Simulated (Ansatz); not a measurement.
```yaml
crystal:
  periodic: [false, false, false]
  atoms:
    - {symbol: C, position_ang: [-0.407218, 0.195040, 1.385038]}
    - {symbol: N, position_ang: [-0.279745, -0.245218, -0.021059]}
    - {symbol: C, position_ang: [0.887033, -1.141643, -0.170106]}
    - {symbol: B, position_ang: [-0.305267, 0.978303, -1.093846]}
    - {symbol: Cl, position_ang: [-0.277613, 0.201608, -2.755776]}
    - {symbol: Cl, position_ang: [-1.888958, 1.863685, -0.821504]}
    - {symbol: Cl, position_ang: [1.158232, 2.023613, -0.772950]}
    - {symbol: H, position_ang: [-1.302274, 0.801872, 1.489607]}
    - {symbol: H, position_ang: [-0.458576, -0.678981, 2.034849]}
    - {symbol: H, position_ang: [0.466998, 0.793803, 1.633014]}
    - {symbol: H, position_ang: [-1.116883, -0.775389, -0.262018]}
    - {symbol: H, position_ang: [0.796279, -1.973356, 0.529054]}
    - {symbol: H, position_ang: [1.785365, -0.567261, 0.047527]}
    - {symbol: H, position_ang: [0.929724, -1.505376, -1.192930]}
basis:
  gaussian: {orbitals: def2-mTZVP}
total_charge: -1
magnetization: {spin_polarized: true, initial_magnetization: 1}
hamiltonian: {xc: {name: wB97}}
accuracy: high
output: {forces: true}
```

```sh
$ ansatz run in.yaml --threads 4 --pin off --events-out ev --progress --plain --max-ram 11315MiB
```

Shortened log:

```
Functional definition: wB97
3404 factors; integrals over basis functions are off by at most 2.1e-8 eV
824 factors; integrals over basis functions are off by at most 8.6e-9 eV
mean field evaluation 1: about -41922.5736 eV, gradient 2.3e1 eV
mean field evaluation 2: about -41924.4164 eV, gradient 1.7e1 eV
mean field evaluation 4: about -41925.7557 eV, gradient 1.3e0 eV
mean field evaluation 8: about -41925.8017 eV, gradient 2.4e-1 eV
mean field evaluation 16: about -41925.8098 eV, gradient 9.0e-3 eV
mean field evaluation 32: about -41925.8099 eV, gradient 3.4e-6 eV
mean field -41925.80985044 eV, -1540.7450936691 hartree, gradient 2.7e-8 eV, S^2 0.750939; 2 other end points of the search recorded, 0 dependent functions left out
reference -41925.80984983 eV, -1540.7450936466 hartree; 42, 41 occupied and 121, 122 virtual orbitals, 3404 factors
Total energy: -41925.80984983 eV, -1540.7450936466 hartree
Atom 0 at    -0.407218     0.195040     1.385038 Å, force     0.280094     0.369200    -0.285686 eV/Å
Atom 1 at    -0.279745    -0.245218    -0.021059 Å, force     2.214750     2.109716     0.030705 eV/Å
Atom 2 at     0.887033    -1.141643    -0.170106 Å, force     0.141987     0.510736    -0.119561 eV/Å
Atom 3 at    -0.305267     0.978303    -1.093846 Å, force    -0.157354    -1.050882     0.772323 eV/Å
Atom 4 at    -0.277613     0.201608    -2.755776 Å, force     0.052143     0.154096    -0.473304 eV/Å
Atom 5 at    -1.888958     1.863685    -0.821504 Å, force    -0.210812     0.425712    -0.157496 eV/Å
Atom 6 at     1.158232     2.023613    -0.772950 Å, force     0.423335     0.597714    -0.160997 eV/Å
Atom 7 at    -1.302274     0.801872     1.489607 Å, force    -0.197776    -0.072050     0.059495 eV/Å
Atom 8 at    -0.458576    -0.678981     2.034849 Å, force    -0.247151    -0.474150     0.001155 eV/Å
Atom 9 at     0.466998     0.793803     1.633014 Å, force     0.143284     0.026823     0.061595 eV/Å
Atom 10 at    -1.116883    -0.775389    -0.262018 Å, force    -2.091071    -2.129653     0.089770 eV/Å
Atom 11 at     0.796279    -1.973356     0.529054 Å, force    -0.383714    -0.331741     0.165985 eV/Å
Atom 12 at     1.785365    -0.567261     0.047527 Å, force     0.119690     0.051589     0.089922 eV/Å
Atom 13 at     0.929724    -1.505376    -1.192930 Å, force    -0.087403    -0.187110    -0.073907 eV/Å
Dipole moment:     0.606633     0.517169     0.060177 e Å
```

Hardware: 4 threads of an Arm Neoverse V2 on a shared host. Wall time 74 s, peak host memory 1.9 GiB.
